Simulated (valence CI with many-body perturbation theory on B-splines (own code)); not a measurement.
**Level structure of Nd20+**

Computed by relativistic CI+MBPT: four valence electrons over a frozen Dirac-Fock core [Kr], radial functions for each j: 7 s, 7 p, 8 d, 6 f, 4 g, 1 h, with the one-electron correlation potential Σ1, the two-electron term Σ2, the three-electron term Σ3, Breit, model QED; selected CI, second order for the rest, scaled by the run's own slope (own B-spline code, finite nucleus).

No measured spectrum was set against this ion. As an estimate, terms of the open shell hold to 2 to 4 % of their energy, and close levels can change places. The list stops below the first excitations out of the core.

Levels 1 to 34 of 34, with energies above the lowest level, (4d3/2^4) J=0. "Leading %" is the weight of the configuration and term that name the level; weights of strongly mixed levels are sums over their largest components and can fall short. In the jj column 3d3/2^4 stands for four electrons in 3d with j = 3/2.

```csv
No.,Configuration,Term,J,E (cm⁻¹),Leading %,Second component,g,Leading jj
1,4d⁴,⁵D,0,0.0,49,45 % 4d⁴ ³P,,4d3/2^4 (88 %)
2,4d⁴,⁵D,1,23325,77,23 % 4d⁴ ³P,1.498,4d3/2^3 4d5/2 (90 %)
3,4d⁴,⁵D,2,38948,82,5 % 4d⁴ ³P,1.432,4d3/2^3 4d5/2 (50 %)
4,4d⁴,⁵D,3,48280,69,15 % 4d⁴ ³F,1.375,4d3/2^3 4d5/2 (50 %)
5,4d⁴,⁵D,4,49525,33,31 % 4d⁴ ³F,1.220,4d3/2^3 4d5/2 (80 %)
6,4d⁴,⁵D,0,70625,48,34 % 4d⁴ ³P,,4d3/2^2 4d5/2^2 (84 %)
7,4d⁴,³H,4,73910,46,38 % 4d⁴ ⁵D,1.104,4d3/2^2 4d5/2^2 (75 %)
8,4d⁴,³G,3,82059,60,19 % 4d⁴ ⁵D,0.956,4d3/2^2 4d5/2^2 (58 %)
9,4d⁴,³F,2,83918,49,21 % 4d⁴ ¹D,0.936,4d3/2^2 4d5/2^2 (60 %)
10,4d⁴,³H,5,88845,72,28 % 4d⁴ ³G,1.078,4d3/2^2 4d5/2^2 (99 %)
11,4d⁴,³P,1,92227,63,22 % 4d⁴ ³D,1.281,4d3/2^2 4d5/2^2 (79 %)
12,4d⁴,³H,6,95458,63,37 % 4d⁴ ¹I,1.103,4d3/2^2 4d5/2^2 (94 %)
13,4d⁴,³G,4,103150,65,28 % 4d⁴ ¹G,1.027,4d3/2^2 4d5/2^2 (90 %)
14,4d⁴,³D,2,105560,43,33 % 4d⁴ ³P,1.163,4d3/2^2 4d5/2^2 (87 %)
15,4d⁴,³D,3,107070,42,40 % 4d⁴ ³F,1.170,4d3/2^2 4d5/2^2 (79 %)
16,4d⁴,³F,4,116090,43,23 % 4d⁴ ⁵D,1.179,4d3/2 4d5/2^3 (63 %)
17,4d⁴,³F,3,125730,47,23 % 4d⁴ ³G,1.096,4d3/2 4d5/2^3 (84 %)
18,4d⁴,¹D,2,128040,34,33 % 4d⁴ ³P,1.081,4d3/2^2 4d5/2^2 (58 %)
19,4d⁴,³G,5,133720,72,28 % 4d⁴ ³H,1.152,4d3/2 4d5/2^3 (99 %)
20,4d⁴,³D,1,136000,75,18 % 4d⁴ ³P,0.746,4d3/2 4d5/2^3 (85 %)
21,4d⁴,¹I,6,137920,63,37 % 4d⁴ ³H,1.060,4d3/2 4d5/2^3 (94 %)
22,4d⁴,³F,4,144840,51,38 % 4d⁴ ¹G,1.115,4d3/2^2 4d5/2^2 (72 %)
23,4d⁴,³P,2,149370,60,23 % 4d⁴ ³D,1.313,4d3/2^2 4d5/2^2 (53 %)
24,4d⁴,¹S,0,152740,63,36 % 4d⁴ ³P,,4d3/2 4d5/2^3 (82 %)
25,4d⁴,¹F,3,157720,50,28 % 4d⁴ ³D,1.077,4d3/2 4d5/2^3 (89 %)
26,4d⁴,³F,2,161100,49,38 % 4d⁴ ³P,1.036,4d3/2^2 4d5/2^2 (52 %)
27,4d⁴,³F,3,183460,72,25 % 4d⁴ ¹F,1.065,4d3/2 4d5/2^3 (98 %)
28,4d⁴,¹G,4,183540,49,36 % 4d⁴ ³F,1.096,4d5/2^4 (66 %)
29,4d⁴,³P,1,184750,95,,1.470,4d3/2 4d5/2^3 (94 %)
30,4d⁴,¹D,2,187240,46,27 % 4d⁴ ³F,1.026,4d5/2^4 (48 %)
31,4d⁴,³P,0,191390,68,30 % 4d⁴ ¹S,,4d3/2^2 4d5/2^2 (58 %)
32,4d⁴,¹G,4,193470,54,36 % 4d⁴ ³F,1.097,4d3/2 4d5/2^3 (75 %)
33,4d⁴,¹D,2,226640,80,8 % 4d⁴ ³D,1.000,4d3/2 4d5/2^3 (41 %)
34,4d⁴,¹S,0,279490,82,17 % 4d⁴ ³P,,4d5/2^4 (55 %)
```

The ionisation energy to 4d³ ⁴F3/2 of the next ion comes out as 603.03 eV (NIST: 602 ± 4 eV (theoretical)). All 34 levels together are meant to be complete up to 661070 cm⁻¹.
